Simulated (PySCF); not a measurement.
Static polarisabilities and like-pair C6 coefficients by linear response at wB97X-D/def2-SVPD (PySCF, frozen core in the response, non-relativistic, gas phase), PBE0-D3(BJ)/def2-SVP geometries, one conformer each; atomic units unless stated. Spin–orbit coupling is left out although an atom past zinc is present.

```tsv
label	species	α	C6
P	`Cc1[se]ncc1/C=C/C#N`	130.2	5469
Q	`C#Cc1n[se]nc1C1CC1`	120.5	5129
R	`Fc1ccc(Br)cc1`	90.0	3023
S	`[AlH2][c]1ccccc1`	97.7	3134
T	`N#CC1(c2cn[se]c2)CC1`	111.6	4777
U	`N#CC1=C[Se]C[C@@H](C#N)C1`	117.0	5039
```

**Question.** Estimate the unlike-pair coefficients by the rule C6(AB) = 2·C6(AA)·C6(BB) / [C6(AA)·αB/αA + C6(BB)·αA/αB], and compare with the geometric mean, for PR, PT, QR, QS, RT, RU, SU and TU.

**Answer.** 
```
pair  combination rule  geometric mean  ratio
  PR              4055            4066  0.997
  PT              5092            5111  0.996
  QR              3936            3937  1.000
  QS              4007            4009  0.999
  RT              3800            3800  1.000
  RU              3903            3903  1.000
  SU              3968            3974  0.998
  TU              4905            4906  1.000
```

The rule is exact for one-pole polarisabilities and never exceeds the geometric mean; the two meet where both partners have the same effective excitation energy. These unlike-pair values are estimates, not computed integrals.
